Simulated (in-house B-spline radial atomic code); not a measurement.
Checks on a self-consistent run for Sc+, [Ne] 3s2 3p5 3d1 4s1 6g1. Level of theory: Dirac-Hartree-Fock, average of configuration, Fermi nucleus of rms radius 3.5459 fm; calculated with a B-spline radial code for spherical atoms.

```tsv
orbital	q	ε (Eh)	<1/r>	<r²>	small-component weight
1s1/2	2	-167.81214	20.7783	0.00716135	0.0056495
2s1/2	2	-20.14815	4.3442	0.13685	0.00098204
2p1/2	2	-16.68608	4.24202	0.11454	0.00094662
2p3/2	4	-16.51106	4.1944	0.116301	0.00093776
3s1/2	2	-3.32824	1.31696	1.27518	0.00019456
3p1/2	1.6667	-2.36789	1.20265	1.48533	0.00016888
3p3/2	3.3333	-2.34688	1.19367	1.50243	0.0001674
3d3/2	0.4	-1.08589	0.92581	2.31852	0.00010627
3d5/2	0.6	-1.08466	0.92424	2.32499	0.00010601
4s1/2	1	-0.72141	0.430383	10.0759	3.1734e-05
6g7/2	0.44444	-0.05559	0.0556715	543.413	1.4854e-06
6g9/2	0.55556	-0.05559	0.0556714	543.415	1.4854e-06
```

Electron-electron repulsion V_ee = 265.8709 hartree.

Q: What total energy follows from the eigenvalues?

A: The eigenvalues count the repulsion twice, so E = Σqε - V_ee = -495.625 - 265.871 = -761.496 hartree; the run printed -761.496.

Q: Does the Dirac virial theorem hold?

A: For a point nucleus E = -2c²Σq·w, with w the small-component weight. Here Σq·w = 0.020275 and c = 137.0360, so the ratio E/(-2c²Σq·w) is 1.000004; the finite nucleus accounts for the departure from 1.

Q: What diamagnetic shielding (Lamb formula) and susceptibility (Langevin formula) do the radii give?

A: σ = (α²/3)Σq<1/r> = 85.5347/(3·137.036²) = 1518.3 ppm, and χ = -0.79199×10⁻⁶·Σq<r²> = -448.9×10⁻⁶ cm³/mol with Σq<r²> = 566.83 bohr². Both are non-relativistic formulas without the paramagnetism of open shells.
